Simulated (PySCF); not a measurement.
COSe.
Numbering: `[O:1]=[C:2]=[Se:3]`

Method: PBE0-D3(BJ)/def2-SVP geometry optimisation, gas phase in PySCF 2.14.0; density fitting, grid level 1; the optimiser is geomeTRIC in internal coordinates, started from a GFN2-xTB structure.

Step 0: E = -68412.3260 eV
```
atom  x, y, z in Å  |  force x, y, z in eV/Å
O1     -1.1421    0.7684   -0.0065   -0.179   0.101   0.000
C2     -0.1440    0.1885   -0.0045   -1.304   0.758  -0.003
Se3     1.2976   -0.6490   -0.0016    1.482  -0.859   0.003
```

**Question.** Estimate the geometry and energy of step 1. (The exact step hangs on the optimiser's Hessian estimate; all steps are aligned on step 0, rigid shifts and turns removed.)

**Answer.** E = -68412.3589 eV, largest force 0.133 eV/Å
```
atom  x, y, z in Å  |  force x, y, z in eV/Å
O1     -1.1533    0.7746   -0.0066    0.046  -0.026   0.000
C2     -0.1547    0.1951   -0.0042   -0.116   0.064  -0.003
Se3     1.3194   -0.6619   -0.0017    0.071  -0.038   0.003
```

The energy changes by -0.0330 eV. The first-order estimate −F·Δx gives -0.0650 eV and the mean of the old and new forces, exact on a quadratic surface, -0.0340 eV. The step makes an angle of 24° with the force vector and moves no atom by more than 0.025 Å.

What follows is the cost of the whole optimisation. The run took 2.1 s wall on Intel Xeon 6975P-C, one thread (shared host), and the process peaked at 0.33 GiB of memory.
